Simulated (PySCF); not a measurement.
## Which is lower?

Two relaxed structures of ZnBH$_{2}$Cl, closed shell (PBE0-D4/def2-TZVP; forces vanish, vibrations not checked).

A:

```xyz
5
angstrom
Cl -0.7941 -2.3828 2.1606
B 0.1113 0.5752 -0.6308
Zn -0.3339 -0.8799 0.7425
H -0.6647 0.8878 -1.4852
H 1.1591 1.1511 -0.6152
```

B:

Cl1  (-0.613, -1.633, 1.344)
B2  (-0.694, -0.459, 0.044)
Zn3  (0.909, 0.828, -0.283)
H4  (-1.719, -0.506, -0.571)
H5  (2.113, 1.784, -0.514)
(Å)

Program: PySCF 2.14 with density fitting (its default auxiliary sets; JK sets also for MP2 and CCSD(T)). Basis: def2-TZVPP. Cores are frozen in the correlated methods. The 3s and 3p shells of Cu and Zn are frozen; filled d shells are correlated. B3LYP uses VWN-RPA correlation.

Task: Which structure is lower at CCSD(T), and by how much? (Judge from chemistry; the value comes from the calculation.)

Result: The calculation gives: A, by 12.63 kcal/mol (electronic energy, against the other). By their contacts, A is ZnBH₂Cl ([BH2][Zn][Cl]) and B is ZnBH₂Cl ([Cl][BH][ZnH]).

All methods give the same order:

```csv
method,E(B) − E(A) (kcal/mol)
PBE-D4,10.24
r2SCAN-D4,12.86
PBE0-D4,12.26
B3LYP-D4,13.06
wB97M-V,12.87
HF,19.37
MP2,12.95
CCSD,13.81
CCSD(T),12.63
```

The T1 diagnostic stays at or below 0.016.

Labels in which every atom is bracketed show which atoms are joined, not bond orders.

For scale, one of the runs: CCSD(T)/def2-TZVPP, 165 basis functions, launched by `OMP_NUM_THREADS=2 python run.py`. The run took 2.5 min on 2 CPU threads of an INTEL XEON PLATINUM 8581C (shared host), with 1.4 GiB of host memory at its peak.
